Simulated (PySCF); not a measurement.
Gas-phase reaction: 4 SiHI₃ = 3 SiI₄ + H₂ + SiH₂

Computed with PySCF (xtb for GFN2) and rigid-rotor harmonic-oscillator thermochemistry at 1 bar. † marks an energy on the PBE0/def2-TZVP geometry and frequencies; other levels use their own. MP2 and CCSD(T) freeze the core. All species are closed-shell singlets. I: scalar-relativistic def2 core potential, no spin-orbit coupling. MP2 isn't extrapolated to the basis-set limit. CCSD(T) isn't extrapolated to the basis-set limit.

```json
[
 {"level": "CCSD(T)/def2-SVP†", "ΔH°(298 K), kJ": "(withheld)"},
 {"level": "GFN2-xTB", "ΔH°(298 K), kJ": "(withheld)"},
 {"level": "MP2/def2-TZVPP†", "ΔH°(298 K), kJ": "239"},
 {"level": "PBE/def2-TZVP†", "ΔH°(298 K), kJ": "254"},
 {"level": "PBE0/def2-QZVP†", "ΔH°(298 K), kJ": "274"},
 {"level": "ωB97M-V/def2-TZVP†", "ΔH°(298 K), kJ": "(withheld)"}
]
```

Q: Complete the blanks.

A: 
- CCSD(T)/def2-SVP†, ΔH°(298 K), kJ: 248
- GFN2-xTB, ΔH°(298 K), kJ: 398
- ωB97M-V/def2-TZVP†, ΔH°(298 K), kJ: 245
